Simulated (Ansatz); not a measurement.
Consider the formal exchange of groups at the Si–C bond: `FCNC[SiH3]` + `COBS` → `[SiH3]OBS` + `CCNCF`.

Gas-phase electronic energies from Ansatz, PBE0-D4/def2-TZVP geometries. CCSD(T)/CBS is the MP2 limit (def2-TZVPP, def2-QZVPP) plus CCSD(T) − MP2 in def2-TZVPP, frozen cores. Functionals use def2-TZVPP. Each species was taken in one conformer, which may not be the lowest.

CCSD(T)/CBS gives -36.6 kcal/mol.

Problem. Another level gave -35.9 kcal/mol. Which?
A. MP2/def2-TZVPP
B. PBE0/def2-TZVPP
C. PBE/def2-TZVPP
D. CCSD(T)/def2-TZVPP

Solution. D. CCSD(T)/def2-TZVPP -35.9, PBE -31.7, PBE0 -33.4, MP2/def2-TZVPP -37.5 kcal/mol.

Largest T1 diagnostic among the species: 0.013.

The D4 term adds −0.8 kcal/mol with B3LYP and −0.4 kcal/mol with PBE0; it sums over pairs of atoms, weighted by their polarisabilities, and B3LYP, whose exchange is more repulsive, gets the larger term. Leaving LDA and LC-ωPBE aside and taking each functional with its dispersion term where it has one, the values, not all of them listed here, spread over 5.1 kcal/mol, from BHLYP-D4 to PBE-D4. LDA lies −1.0 kcal/mol from PBE without D4. From r2SCAN to r2SCAN0 (25 % exact exchange), in def2-TZVPP and without D4, ΔE moves by −0.9 kcal/mol.

B3LYP here is the variant with VWN-RPA as its local correlation; programs differ in this.
